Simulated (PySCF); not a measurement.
AlCl2HS, SMILES [Cl][Al]([SH])[Cl].

Geometry optimised at B3LYP-D3(BJ)/def2-SVP. The values are those of a single conformer.

All values below come from M06-2X/def2-TZVPD run with PySCF.

The molecule is in vacuum.

```json
{
 "total_energy": "-1561.80163 hartree",
 "point_group": "Cs",
 "highest_occupied_level": "-9.45 eV",
 "lowest_empty_level": "-0.90 eV",
 "orbital_gap": "8.54 eV",
 "dipole_moment": "1.07 D",
 "quadrupole, principal values (traceless, Buckingham form, about the centre of nuclear charge)": "-5.09, 1.56, 3.53 D·Å",
 "mean_static_polarisability": "72.3 bohr³ (10.71 Å³)",
 "polarisability_principal_values": "57.6, 76.7, 82.6 bohr³"
}
```
